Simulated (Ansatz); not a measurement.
This geometry of H6N3Sc (10 atoms, charge 0, multiplicity 1) is a first-order saddle point.

Theory: RHF/def2-SVP in Ansatz 0.2.0.

```xyz
10
Properties=species:S:1:pos:R:3
N -1.921 0.409 -0.364
Sc 0.011 0.012 0.003
N 0.680 -1.838 -0.387
N 1.244 1.432 0.751
H -2.605 -0.231 -0.732
H -2.393 1.285 -0.216
H 1.616 -2.179 -0.251
H 0.142 -2.605 -0.756
H 1.804 2.085 0.229
H 1.422 1.629 1.722
```

Task: Which two structures does it join? (They come from a converged band through this point; their orientation in space is the band's.)

Result: No bond is made or broken. The dihedral N1–Sc2–N4–H9 goes from 0 to 180°. The two ends are copies of one structure, up to a mirror image or an exchange of like atoms.

First end point:

```xyz
10
Properties=species:S:1:pos:R:3
N -1.547 0.589 -1.136
Sc 0.000 0.000 0.001
N 0.295 -1.954 0.360
N 1.252 1.365 0.777
H -2.233 -0.004 -1.574
H -1.788 1.535 -1.380
H 1.033 -2.360 0.910
H -0.266 -2.718 0.024
H 1.199 2.363 0.662
H 2.054 1.185 1.357
```

Last end point:

```xyz
10
Properties=species:S:1:pos:R:3
N -1.547 0.589 -1.136
Sc 0.000 0.000 0.000
N 0.295 -1.953 0.359
N 1.252 1.364 0.777
H -2.233 -0.003 -1.574
H -1.788 1.535 -1.380
H 1.033 -2.360 0.910
H -0.266 -2.718 0.023
H 2.054 1.183 1.357
H 1.200 2.363 0.663
```

Task: How far does it lie above each of them?

Result: 0.155 eV above the first and 0.155 eV above the second. This is the barrier of this one path; another mechanism may lie lower.

Time of the run: 4 min on 1 thread of AMD EPYC (Zen 3), on a shared host, peak memory 0.22 GiB.
